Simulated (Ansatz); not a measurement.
A structure relaxed at PBE0-D4/def2-TZVPD in Ansatz, charge -1, singlet:

Cartesian coordinates in Å:
```
Li -1.691 2.010 0.409
Li 0.488 2.563 -0.383
Li -0.222 0.498 1.858
Li 0.912 -2.090 0.954
Li -1.390 -1.034 -0.270
Li 1.364 -0.102 -1.223
Li 0.336 -2.432 -1.408
H -0.627 -2.757 0.054
H 1.860 -1.914 -0.666
H -0.149 2.218 1.402
H 0.734 -0.913 2.185
H -1.874 0.250 0.841
H 1.786 1.563 -1.026
H -1.209 2.987 -0.956
H -0.318 -0.846 -1.771
```

Q: Give its formula.

A: the cluster Li7H8⁻.

Q: Summarise the bond lengths by kind (pairs closer than 1.2 times the sum of covalent radii, bridged metal pairs left out).

A: 5 × Li–Li 2.55 to 3.06 Å; 16 × H–Li 1.71 to 1.90 Å.

Another isomer (singlet) lies 0.25 eV lower at PBE0-D4/def2-TZVPD; other spin states weren't run for this one.
